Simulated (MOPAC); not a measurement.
Job for MOPAC: AM1 on C2H5F (a complex), monomers drawn apart or pushed together.

```
AM1 1SCF PRECISE CHARGE=0 THREADS=1
C2H5F

F     -0.04401971 1     0.39980914 1    -0.26978324 1
H     -0.01821981 1     0.28339397 1     0.65836339 1
C      0.45579999 1    -0.75189142 1     4.45533941 1
C     -0.27735324 1     0.34488663 1     4.61313639 1
H      0.00128385 1    -1.72955079 1     4.34974286 1
H      1.53827188 1    -0.71445743 1     4.43512100 1
H      0.17739930 1     1.32138669 1     4.72804479 1
H     -1.35956895 1     0.30626555 1     4.64268345 1
```

Output:

```
*******************************************************************************
 **                                                                           **
 **                              MOPAC v23.2.5                                **
 **                                                                           **
 *******************************************************************************
 ** MOPAC's Digital Object Identifier: https://doi.org/10.5281/zenodo.6511958 **
 **                                                                           **
 ** Please cite the open-source release paper for use of this MOPAC version:  **
 ** J. E. Moussa and J. J. P. Stewart (2026)                                  **
 ** MOPAC: An open-source semiempirical molecular orbital program             **
 ** J. Open Source Softw., 11(119), 8025, https://doi.org/10.21105/joss.08025 **
 *******************************************************************************

                              AM1 CALCULATION RESULTS

 *******************************************************************************
 *  AM1        - The AM1 Hamiltonian to be used
 *
 *
 *
 *                 CHARGE ON SYSTEM = 0
 *
 *
 *
 *  PRECISE    - TIGHTER CRITERIA TO BE USED
 *  1SCF       - DO 1 SCF AND THEN STOP
 *  THREADS=1  - MULTI-THREADING NOT USED
 *  T=         - A TIME OF 172800.0 SECONDS REQUESTED
 *  DUMP=N     - RESTART FILE WRITTEN EVERY 7200.0 SECONDS REQUESTED
 *******************************************************************************
AM1 1SCF PRECISE CHARGE=0 THREADS=1
 C2H5F

   ATOM   CHEMICAL          X               Y               Z
  NUMBER   SYMBOL      (ANGSTROMS)     (ANGSTROMS)     (ANGSTROMS)

     1       F         -0.04401971  *   0.39980914  *  -0.26978324  *
     2       H         -0.01821981  *   0.28339397  *   0.65836339  *
     3       C          0.45579999  *  -0.75189142  *   4.45533941  *
     4       C         -0.27735324  *   0.34488663  *   4.61313639  *
     5       H          0.00128385  *  -1.72955079  *   4.34974286  *
     6       H          1.53827188  *  -0.71445743  *   4.43512100  *
     7       H          0.17739930  *   1.32138669  *   4.72804479  *
     8       H         -1.35956895  *   0.30626555  *   4.64268345  *



          CARTESIAN COORDINATES

    NO.       ATOM           X           Y           Z

     1         F         -0.0440      0.3998     -0.2698
     2         H         -0.0182      0.2834      0.6584
     3         C          0.4558     -0.7519      4.4553
     4         C         -0.2774      0.3449      4.6131
     5         H          0.0013     -1.7296      4.3497
     6         H          1.5383     -0.7145      4.4351
     7         H          0.1774      1.3214      4.7280
     8         H         -1.3596      0.3063      4.6427

  H: (AM1): M.J.S. DEWAR ET AL, J. AM. CHEM. SOC. 107 3902-3909 (1985)
  C: (AM1): M.J.S. DEWAR ET AL, J. AM. CHEM. SOC. 107 3902-3909 (1985)
  F: (AM1): M.J.S. DEWAR AND E. G. ZOEBISCH, THEOCHEM, 180, 1 (1988).

           Empirical Formula: C2 H5 F  =     8 atoms



      MOLECULAR POINT GROUP   :   C2v


      RHF CALCULATION, NO. OF DOUBLY OCCUPIED LEVELS = 10


 -------------------------------------------------------------------------------
 AM1 1SCF PRECISE CHARGE=0 THREADS=1
 C2H5F



     1SCF WAS SPECIFIED, SO BFGS WAS NOT USED
     SCF FIELD WAS ACHIEVED


                              AM1 CALCULATION
                                                       MOPAC v23.2.5 Linux




          FINAL HEAT OF FORMATION =        -50.04776 KCAL/MOL =    -209.39984 KJ/MOL


          COSMO AREA              =        110.98 SQUARE ANGSTROMS
          COSMO VOLUME            =         81.89 CUBIC ANGSTROMS

          IONIZATION POTENTIAL    =         10.797383 EV
          HOMO LUMO ENERGIES (EV) =        -10.797  1.160
          NO. OF FILLED LEVELS    =         10
          MOLECULAR WEIGHT        =         48.0599         POINT GROUP:  C2v

          MOLECULAR DIMENSIONS (Angstroms)

            Atom       Atom       Distance
            H     6    F     1     5.08737
            H     5    H     7     3.06804
            H     8    H     6     2.82515


          SCF CALCULATIONS        =          1





   ATOM   CHEMICAL          X               Y               Z
  NUMBER   SYMBOL      (ANGSTROMS)     (ANGSTROMS)     (ANGSTROMS)

     1       F         -0.04401971  *   0.39980914  *  -0.26978324  *
     2       H         -0.01821981  *   0.28339397  *   0.65836339  *
     3       C          0.45579999  *  -0.75189142  *   4.45533941  *
     4       C         -0.27735324  *   0.34488663  *   4.61313639  *
     5       H          0.00128385  *  -1.72955079  *   4.34974286  *
     6       H          1.53827188  *  -0.71445743  *   4.43512100  *
     7       H          0.17739930  *   1.32138669  *   4.72804479  *
     8       H         -1.35956895  *   0.30626555  *   4.64268345  *

                             CARTESIAN COORDINATES

   1    F       -0.044019710     0.399809140    -0.269783240
   2    H       -0.018219810     0.283393970     0.658363390
   3    C        0.455799990    -0.751891420     4.455339410
   4    C       -0.277353240     0.344886630     4.613136390
   5    H        0.001283850    -1.729550790     4.349742860
   6    H        1.538271880    -0.714457430     4.435121000
   7    H        0.177399300     1.321386690     4.728044790
   8    H       -1.359568950     0.306265550     4.642683450


           Empirical Formula: C2 H5 F  =     8 atoms



      MOLECULAR POINT GROUP   :   C2v


                  EIGENVALUES
 -47.83423 -33.56074 -22.20606 -17.00460 -16.18632 -14.48159 -13.92091 -13.92084
 -12.18327 -10.79738   1.15965   3.92037   4.26940   4.91559   5.41436   5.44382
   5.50686


              NET ATOMIC CHARGES AND DIPOLE CONTRIBUTIONS

  ATOM NO.   TYPE          CHARGE      No. of ELECS.   s-Pop       p-Pop
    1          F          -0.280213        7.2802     1.90391     5.37630
    2          H           0.280190        0.7198     0.71981
    3          C          -0.220837        4.2208     1.24252     2.97831
    4          C          -0.220847        4.2208     1.24252     2.97832
    5          H           0.110425        0.8896     0.88958
    6          H           0.110430        0.8896     0.88957
    7          H           0.110426        0.8896     0.88957
    8          H           0.110426        0.8896     0.88957
 DIPOLE           X         Y         Z       TOTAL
 POINT-CHG.     0.035    -0.158     1.260     1.270
 HYBRID         0.015    -0.067     0.532     0.537
 SUM            0.050    -0.225     1.792     1.807


          ATOMIC ORBITAL ELECTRON POPULATIONS

     Atom    s        px        py        pz
    1  F   1.90391   1.99953   1.99035   1.38643
    2  H   0.71981
    3  C   1.24252   1.00076   0.97759   0.99996
    4  C   1.24252   1.00089   0.97852   0.99891
    5  H   0.88958
    6  H   0.88957
    7  H   0.88957
    8  H   0.88957

 **********************
 *                    *
 * JOB ENDED NORMALLY *
 *                    *
 **********************




 == MOPAC DONE ==
```

The run finished.

Cost: about 0.020 core-seconds (a rough figure).
